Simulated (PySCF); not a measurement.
CH$_{5}$B$_{2}$Si, AlFH$_{3}$NSi (calculated)

All values are calculated (PySCF 2.14.0). Calculation on a computer-drawn molecule: the log of a Hartree-Fock and frozen-core CCSD(T) single point meant for a local Hartree-Fock minimum, with one planted fault or none, to be diagnosed. Offsets are logged minus clean, where the clean run is the same molecule without the fault. The reference is restricted for singlets and unrestricted otherwise, and also for a bond in bohr or an excited solution. Adding or removing an electron swaps singlet and doublet. The excited solution moves the top pair (singlet) or top alpha electron (doublet) to the lowest empty orbital. Highest occupied and lowest empty are orbital energies over both spins, largest force is the largest gradient component, triples share is (T) over the correlation energy, the T1 limit is 0.02 restricted and 0.045 unrestricted, electrons count all cores, a negative frequency is imaginary (commonest isotopes), and the dipole is about the centre of nuclear charge.

Common to all runs: meant charge 0; meant basis cc-pV(D+d)Z; logged SCF converged yes; logged spin squared 0; possible faults no fault, one electron removed, one electron added, multiplicity raised by two, geometry at a saddle point, SCF held on an excited solution, minimal basis STO-3G, one bond length entered in bohr, all coordinates scaled.

(1) 
```xyz
9
formula=CH5B2Si meant_multiplicity=2 logged_electrons=36 logged_basis_functions=90 logged_highest_occupied=-0.41958 logged_lowest_empty=6.501 logged_largest_force=0.040899 logged_T1_diagnostic=0.018054 logged_D1_diagnostic=0.050475 logged_triples_share=0.041301 logged_CC_converged=yes logged_dipole_magnitude=5.4378 logged_SCF_stable_within_its_kind=yes logged_energy_HF=-378.96558 logged_energy_CCSD(T)=-379.45446 planted_fault=one_electron_added HF_energy_offset_from_clean_run=7.97 CCSD(T)_energy_offset_from_clean_run=-20.52
B      0.2058    -1.1665     1.5302
C      0.2161    -1.6792     0.2384
Si    -0.3995    -0.7873    -1.2386
B     -1.1578     0.9858    -1.2585
H      0.1905    -0.7195     2.6168
H      0.6169    -2.6801     0.0868
H     -0.2402    -1.6141    -2.4524
H     -1.2631     1.6139    -0.2384
H     -1.5278     1.4679    -2.2926
```

Units: logged_highest_occupied, logged_lowest_empty in eV; logged_largest_force in hartree/bohr; logged_dipole_magnitude in debye; logged_energy_HF, logged_energy_CCSD(T) in hartree; HF_energy_offset_from_clean_run, CCSD(T)_energy_offset_from_clean_run in kcal/mol.

Drawn bonds:
```
atom  other atom  order
   1           2      1
   2           3      2
   3           4      1
   1           5      1
   2           6      1
   3           7      1
   4           8      1
   4           9      1
```

(2) 
```xyz
7
formula=AlFH3NSi meant_multiplicity=1 logged_electrons=46 logged_basis_functions=89 logged_highest_occupied=-4.5556 logged_lowest_empty=-2.9841 logged_largest_force=0.017919 logged_dipole_magnitude=1.9034 logged_SCF_stable_within_its_kind=no logged_energy_HF=-686.29786 planted_fault=SCF_held_on_an_excited_solution HF_energy_offset_from_clean_run=194.9
F     -0.7777     2.7007     0.8090
Si     0.1011     1.8204    -0.2330
N      1.1552     0.9270     0.7693
Al     1.2847     0.9432     2.5973
H      0.7769     2.7685    -1.1389
H     -0.8443     0.9977    -1.0113
H      1.7845     0.3106     0.2730
```

Units: logged_highest_occupied, logged_lowest_empty in eV; logged_largest_force in hartree/bohr; logged_dipole_magnitude in debye; logged_energy_HF in hartree; HF_energy_offset_from_clean_run in kcal/mol.

Drawn bonds:
```
atom  other atom  order
   1           2      1
   2           3      1
   3           4      1
   2           5      1
   2           6      1
   3           7      1
```

Notes: coupled-cluster numbers left out as unreliable.
